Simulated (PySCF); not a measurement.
**Correlation energy of Ba⁺ (barium, charge +1)**

[Xe] 6s1, 2S determinant. Computed with PySCF 2.14 in x2c-TZVPPall with one added diffuse shell each of s, p, d type (12s8p7d2f1g, 94 functions), with scalar relativity by spin-free X2C-1e. Frozen: [Kr] 4d10; 9 electrons correlated.

MP2 pair energies summed by pair of shells (mhartree):

```csv
pair,energy,share (%)
5p-5p,-112.10,67.5
5s-5p,-28.93,17.4
5p-6s,-18.49,11.1
5s-5s,-5.59,3.4
5s-6s,-0.95,0.6
```

Total MP2 correlation energy: -166.07 mhartree.

Same-spin part -43.58 and opposite-spin part -122.49 mhartree; SCS-MP2 scales them by 1/3 and 6/5 to -161.51 mhartree.

This basis was not built for core-valence correlation, so the inner-shell part is incomplete.
